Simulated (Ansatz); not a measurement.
Two members of one family (Series W(O)X4), computed with Ansatz in the gas phase; def2 core potentials for W, no spin–orbit coupling. The two geometries come from different levels. A dash marks a value that wasn't run or was left out as unsound. The structures are stationary points that may keep the symmetry of their start. Remarks come from the PBE and PBE0 runs and from stability tests at other levels; not every state was tested. HOMO above LUMO (over both spins in singlets and doublets, within one spin in higher multiplets; at PBE or PBE0), or a gap under 0.15 eV within one spin, warns that the state may not be the lowest or that an electron is smeared out.

First: WOF4 (singlet, charge 0, PBE0-D4/def2-SVP geometry).

```xyz
6

W     0.0236    0.0320   -0.0162
O     0.9480    1.2721   -0.6461
F    -1.1263   -0.4561   -1.3847
F    -1.4442    0.8650    0.7487
F     0.6395   -0.1963    1.7164
F     0.9593   -1.5166   -0.4180
```

```csv
level,HOMO (eV),LUMO (eV),gap (eV),vertical triplet (eV)
PBE-D4/def2-SVP,-9.77,-4.74,5.03,–
r2SCAN-D4/def2-TZVP,-10.35,-4.81,5.54,5.33
PBE0-D4/def2-SVP,-11.72,-4.19,7.53,–
PBE0-D4/def2-TZVP,-11.72,-4.11,7.62,5.23
PBE0-D4/def2-TZVPD,-11.72,-4.11,7.61,–
```

Metal–donor distances: 1 × O 1.67 Å, 4 × F 1.85 Å. Remarks: gap within one spin near zero at PBE or PBE0 (triplet).

Second: WOCl4 (singlet, charge 0, B3LYP-D4/def2-SVP geometry).

```xyz
6

W    -0.037    0.035   -0.076
O    -0.715    0.674   -1.475
Cl   -0.643   -2.200   -0.136
Cl   -1.695    0.303    1.520
Cl    1.019    1.845    0.911
Cl    2.070   -0.657   -0.744
```

**Question.** Estimate the same table for the second.

**Answer.** 
| level | HOMO (eV) | LUMO (eV) | gap (eV) | vertical triplet (eV) |
| --- | --- | --- | --- | --- |
| PBE-D4/def2-SVP | -7.62 | -5.61 | 2.00 | – |
| r2SCAN-D4/def2-TZVP | -8.03 | -5.73 | 2.30 | 2.02 |
| PBE0-D4/def2-SVP | -9.03 | -5.20 | 3.84 | – |
| PBE0-D4/def2-TZVP | -9.02 | -5.13 | 3.89 | 2.07 |
| PBE0-D4/def2-TZVPD | -9.02 | -5.14 | 3.88 | – |

Metal–donor distances: 1 × O 1.68 Å, 4 × Cl 2.32 Å.
